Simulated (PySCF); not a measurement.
Ligands exchanged one at a time, Al NH2-H. Gas-phase values, no solvent. Strings in code marks are SMILES.

The brightest of the four lowest singlets (TDA) from two functionals at the same geometries (r2SCAN-D4/def2-TZVP), both in PySCF: PBE-D3(BJ)/def2-TZVP and r2SCAN-D4/def2-TZVP. Excitations are Tamm–Dancoff values on a coarser integration grid. The basis has no diffuse functions, so Rydberg states are missing or too high.

```
species                                             PBE-D3(BJ)/def2-TZVP (eV)
--------------------------------------------------  -------------------------
0 of 3 NH2 replaced by H (`[NH2][Al]([NH2])[NH2]`)                       5.77
1 of 3 NH2 replaced by H                                                 6.17
2 of 3 NH2 replaced by H (`[NH2][AlH2]`)                                 5.72
```

What does r2SCAN-D4/def2-TZVP give for each?


- 0 of 3 NH2 replaced by H (`[NH2][Al]([NH2])[NH2]`): 6.59
- 1 of 3 NH2 replaced by H: 6.90
- 2 of 3 NH2 replaced by H (`[NH2][AlH2]`): 6.14
Over these rows, drawn at random from the members with no instability flagged (it was tested for open shells, ions and some series alone), PBE minus r2SCAN-D4: mean -0.65 eV, from -0.82 eV to -0.42 eV.
